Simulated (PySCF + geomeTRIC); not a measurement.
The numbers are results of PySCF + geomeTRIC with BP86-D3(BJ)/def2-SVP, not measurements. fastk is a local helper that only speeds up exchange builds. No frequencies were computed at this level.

```python
import json, numpy as np
from pyscf import gto, dft
from fastk import lowrank_exchange
atoms = """
Ti     0.000339    -0.000366     0.000171
Br    -1.992754     0.366270     1.176409
Br     1.402510     1.860735     0.241277
Br     1.071461    -1.901076     0.851716
Br    -0.481560    -0.325568    -2.269572
"""
def scf(charge, spin, dm0=None):
    mol = gto.M(atom=atoms, basis='def2-svp', ecp={}, charge=charge, spin=spin, verbose=3, max_memory=7560)
    mf = dft.KS(mol, xc='bp86').density_fit(auxbasis="def2-universal-jkfit")
    mf.disp = 'd3bj'
    mf.grids.level = 3
    mf.conv_tol = 1e-8
    mf.max_cycle = 120
    mf.level_shift = 0.25
    mf.kernel(dm0)
    if not mf.converged:
        mf = mf.newton().run(mf.mo_coeff, mf.mo_occ).undo_soscf()
    return mf
mf = scf(0, 0)
from pyscf.geomopt.geometric_solver import kernel as optimize
path = []
done, mol = optimize(mf, maxsteps=120, assert_convergence=False, callback=lambda env: path.append((env["energy"], bool(env["g_scanner"].converged))))
res = dict(converged=bool(done and path[-1][1]), energy=path[-1][0], path=[e for e, c in path], xyz=mol.atom_coords(unit="Angstrom").tolist(), nao=mol.nao)
json.dump(res, open("result.json", "w"))
```

Output:

```
converged SCF energy = -11146.2492775165
Geometry optimization cycle 1
SCF not converged.
cycle 1: E = -11146.2492775  dE = -11146.2  norm(grad) = 0.00884168
Geometry optimization cycle 2
converged SCF energy = -11146.2495402583
cycle 2: E = -11146.2495403  dE = -0.000262801  norm(grad) = 0.00120985
Geometry optimization cycle 3
converged SCF energy = -11146.2495449958
cycle 3: E = -11146.249545  dE = -4.73754e-06  norm(grad) = 0.000133577
Geometry optimization cycle 4
converged SCF energy = -11146.2495454738
cycle 4: E = -11146.2495455  dE = -4.77974e-07  norm(grad) = 0.000190441
<class 'geometric.internal.Distance'> : 4
<class 'geometric.internal.Angle'> : 6
<class 'geometric.internal.TranslationX'> : 1
<class 'geometric.internal.TranslationY'> : 1
<class 'geometric.internal.TranslationZ'> : 1
<class 'geometric.internal.RotationA'> : 1
<class 'geometric.internal.RotationB'> : 1
<class 'geometric.internal.RotationC'> : 1
Step    0 : Gradient = 3.954e-03/4.557e-03 (rms/max) Energy = -11146.2492774572
Step    1 : Displace = 1.584e-02/1.809e-02 (rms/max) Trust = 1.000e-01 (=) Grad = 5.411e-04/6.350e-04 (rms/max) E (change) = -11146.2495402583 (-2.628e-04) Quality = 0.887
Step    2 : Displace = 1.879e-03/2.225e-03 (rms/max) Trust = 1.414e-01 (+) Grad = 5.974e-05/7.893e-05 (rms/max) E (change) = -11146.2495449958 (-4.738e-06) Quality = 0.892
Step    3 : Displace = 2.994e-04/4.268e-04 (rms/max) Trust = 2.000e-01 (+) Grad = 8.517e-05/1.145e-04 (rms/max) E (change) = -11146.2495454738 (-4.780e-07) Quality = 0.624
Converged! =D
```

Cost: very roughly 4 core-minutes.
